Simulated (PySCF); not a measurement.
**Curvature of the energy in the electron number along the 5p block, charge -1**

Calculated with PySCF 2.14, in aug-cc-pVTZ-PP with ECP28MDF, ECP, aug-cc-pVTZ-DK3, spin-free X2C: one orbital is emptied in steps, and each cell gives the departure of E from the straight line at half an electron, in eV (from a cubic fit). The exact functional gives zero.

```tsv
species	orbital	LDA	PBE	r2SCAN	PBE0	BHandHLYP	LC-wPBE
Sn⁻	5p alpha	-0.65	-0.63	-0.59	-0.44	-0.26	0.08
Sb⁻	5p beta	-0.66	-0.62	-0.56	-0.42	-0.27	0.11
Te⁻	5p beta	-0.76	-0.73	-0.66	-0.49	-0.29	0.10
I⁻	5p beta	-0.86	-0.82	-0.75	-0.56	-0.32	0.07
```

Problem. How does the mean departure depend on the functional?

Solution. LDA -0.73 eV; PBE -0.70 eV; r2SCAN -0.64 eV; PBE0 -0.48 eV; BHandHLYP -0.29 eV; LC-wPBE 0.09 eV. Semilocal functionals are convex (delocalisation error), and exact exchange removes curvature roughly in proportion to its share, so among the functionals the range-separated hybrids usually come closest to zero.

At the full anion the orbital energy is positive in some cells, where the basis helps to hold the electron.

No spin-orbit coupling is included.
